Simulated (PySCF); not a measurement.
F$_{4}$OW, charge -1, doublet, at a GFN2-xTB geometry (such geometries of metal compounds can be far from the true shape) (the multiplicity is a formal guess) (core potentials on W) (in this run its highest filled SCF level lies above zero, so its values depend strongly on the basis, on diffuse functions most of all). Base run: DF-TPSS/def2-SVP in PySCF.

PySCF was given this input:
```python
from pyscf import gto, scf, dft

mol = gto.M(
    atom='''
W     0.06830354   -0.08411416    0.04394939
O     1.05674556   -1.30135662    0.67995486
F    -0.97134487   -0.69572284   -1.53092736
F     0.22087672    1.61990623    1.04804436
F     0.98756622    0.99128778   -1.34660359
F    -1.73803437   -0.06710439    0.86372059
''',
    basis='def2-svp',
    ecp={'W': 'def2-svp'},
    charge=-1,
    spin=1,
    verbose=4,
)

mf = dft.UKS(mol)
mf.xc = 'tpss'
mf = mf.density_fit(auxbasis='def2-universal-jkfit')
mf.kernel()
```

The base run was repeated with changes; each row names its change, and settings that it needs were set with it.

```tsv
change	basis functions	E (Eh)	HOMO (eV)	core-seconds (rough)
base	102	-541.69886	0.88	30
basis = LANL2DZ	67	-542.82565	0.07	30
basis = def2-SV(P)	95	-541.66646	0.71	30
basis = def2-SVPD	150	-541.75179	0.24	70
basis = def2-TZVP	195	-542.30720	0.57	100
basis = def2-TZVPP	211	-542.31461	0.61	100
basis = def2-TZVPD	243	-542.31556	0.40	100
```

Totals compare only among sets that treat the same electrons; sets with core potentials leave the core out.

Open shells are given as the SCF converged; they aren't shown to be the lowest states, and a large step between rows can be another state.
